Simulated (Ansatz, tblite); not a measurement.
Cost and result up the ladder for Cu2Br (the lowest doublet isomer of a short search) (3 atoms). Total charge 0; doublet. Geometry: PBE0-D4/def2-TZVP.

```tsv
atom	x (Å)	y (Å)	z (Å)
Cu1	-1.377	0.045	0.043
Cu2	0.648	-1.198	0.215
Br3	0.730	1.153	-0.258
```

Ansatz on 4 threads of Arm Neoverse V2 on a shared host; xTB runs through tblite on one thread. Times are rough, summed over both states, and most runs start from the orbitals of an earlier one. RPA@PBE/def2-TZVP serves as the yardstick here, not as an exact answer. The other state is a quartet at its own geometry.

The xTB rows come from tblite. B3LYP takes the VWN-RPA correlation. Correlated methods freeze 27 core orbitals; core or outer-core shells of Br are correlated, in sets that lack core-valence functions. In CCSD on the charge 0 quartet the largest single amplitude is 0.54, so its Hartree–Fock determinant may place the open shell otherwise than the density functionals do. HOMO above LUMO, or a gap near zero within one spin, warns that the state may not be the lowest or that an electron is smeared out. The structure comes from a short search, and lower isomers may exist.

Run but left out: HF/STO-3G (doublet: ⟨S²⟩ 3.33, where a pure state has 0.75); HF/def2-TZVP (quartet: a determinant that CCSD turns far, T1 0.089); MP2/def2-TZVP (quartet: ⟨S²⟩ 4.05, where a pure state has 3.75).

Correlated methods converge slowly with the basis.

xTB has no spin-polarisation term.

| level | functions | quartet − doublet (eV) | difference from RPA@PBE/def2-TZVP (eV) | remarks |
| --- | --- | --- | --- | --- |
| RPA@PBE/def2-TZVP | 138 | 2.04 | 0.00 | – |
| B97M-V/def2-TZVP | 138 | 2.50 | 0.46 | – |
| LDA (SPW92)/def2-TZVP | 138 | 2.66 | 0.62 | gap within one spin near zero (quartet) |
| BLYP-D4/def2-TZVP (with forces) | 138 | 2.42 | 0.37 | – |
| B3LYP-D4/def2-TZVP | 138 | 2.71 | 0.67 | – |
| CCSD(T)/def2-TZVP | 138 | 3.20 | 1.16 | large T1 (0.089) (quartet), spin-contaminated (⟨S²⟩ 4.05) (quartet) |
| r2SCAN-D4/def2-TZVP | 138 | 2.23 | 0.18 | – |
| GFN1-xTB | 27 | 3.49 | 1.45 | – |
| PBE-D4/def2-TZVP | 138 | 2.42 | 0.37 | – |
| PBE0-D4/def2-TZVP | 138 | 2.74 | 0.70 | – |
| GFN2-xTB | 27 | 5.61 | 3.57 | – |

Problem. Estimate how long each takes.

Solution. GFN1-xTB 0.005 s; GFN2-xTB 0.007 s; LDA (SPW92)/def2-TZVP 3.2 s; PBE-D4/def2-TZVP 6.3 s; BLYP-D4/def2-TZVP (with forces) 6.8 s; RPA@PBE/def2-TZVP 9.2 s; B3LYP-D4/def2-TZVP 12 s; PBE0-D4/def2-TZVP 13 s; r2SCAN-D4/def2-TZVP 15 s; B97M-V/def2-TZVP 25 s; CCSD(T)/def2-TZVP 52 s. On shared hardware such times vary by a factor of up to 3.
